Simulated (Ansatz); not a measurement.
`O[CH2][GaH][Br]` → `[CH2]` (triplet) + `[OH][GaH][Br]` at 600 K and 1 bar (formal loss of a carbene).

Calculated with Ansatz (gas phase, PBE0-D4/def2-TZVP geometries, no zero-point term in ΔE). CCSD(T)/CBS adds triple-zeta CCSD(T) − MP2 to the extrapolated MP2 energy (def2 sets, frozen cores). This one scheme is used for every species. Triplets are unrestricted, without spin–orbit coupling. For Br, Ga outer-core shells are correlated without core-valence functions, which leaves a few kJ/mol of doubt a bond. Scalar relativity is left out up to krypton. One conformer a species, not always the lowest.

```json
{"species": "`O[CH2][GaH][Br]`", "CCSD(T)/CBS energy (Eh)": "-4612.92620", "H − E (kJ/mol)": "181.6", "S (J/(mol·K))": "432.0"}
{"species": "`[CH2]` (triplet)", "CCSD(T)/CBS energy (Eh)": "-39.09499", "H − E (kJ/mol)": "66.5", "S (J/(mol·K))": "220.8"}
{"species": "`[OH][GaH][Br]`", "CCSD(T)/CBS energy (Eh)": "-4573.71961", "H − E (kJ/mol)": "95.5", "S (J/(mol·K))": "366.0"}
```

H − E and S are ideal-gas, rigid-rotor, harmonic terms from PBE0-D4/def2-TZVP, for one conformer and one mirror image of each species, with the whole ground term of open shells counted as degenerate. 1 Eh = 2625.50 kJ/mol, R = 8.31446 J/(mol·K).

Task: By hand: ΔE, ΔH, ΔS and ΔG.

Result: ΔE = (-39.09499) + (-4573.71961) − (-4612.92620) = 0.11160 Eh = 293.0 kJ/mol. Δ(H − E) = 66.5 + 95.5 − 181.6 = -19.6, so ΔH = 273.4 kJ/mol. ΔS = 220.8 + 366.0 − 432.0 = 154.8 J/(mol·K). ΔG = 273.4 − 600 × (154.8)/1000 = 180.5 kJ/mol.

Task: By hand: the equilibrium constant, and the temperature at which ΔG would vanish if ΔH and ΔS stayed fixed.

Result: log₁₀ K = −ΔG/(RT ln 10) = -15.7. ΔG = 0 at ΔH/ΔS = 1766 K.

The number of gas molecules changes by +1, which sets the sign of ΔS. A doubt of 5 kJ/mol in ΔE shifts log₁₀ K by 0.4 here. Other conformers and mirror images would add mixing entropy, several J/(mol·K) or more a flexible species. Modes under 60 cm⁻¹, often nearly free rotors, make the harmonic entropy too high. A triplet takes part, so the spin changes. These are equilibria of isolated gas molecules and say nothing of rates. Largest T1 diagnostic: 0.012 (customary marks: 0.02 for closed shells, 0.045 for open ones).
